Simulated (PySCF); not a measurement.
BFH, SMILES [BH]F (connectivity only; charge and spin as stated), charge +1, multiplicity 1.

The structure is a stationary point at PBE0-D3(BJ)/def2-TZVPD. The spin state was assumed, not searched. The isomer is the one that the SMILES or the coordinates give; other isomers of the formula were not compared.

Method: PySCF with B3LYP/def2-TZVPD.

Gas-phase values at a fixed geometry.

Computed frontier levels, gap, dipole moment and polarisability:
| Item | Result |
|---|---|
| highest occupied level | -21.96 eV |
| lowest empty level | -9.77 eV |
| orbital gap | 12.19 eV |
| dipole moment about the centre of nuclear charge | 3.51 D |
| mean static polarisability | 10.0 bohr³ (1.49 Å³) |
| polarisability, principal values | 8.7, 8.7, 12.6 bohr³ |
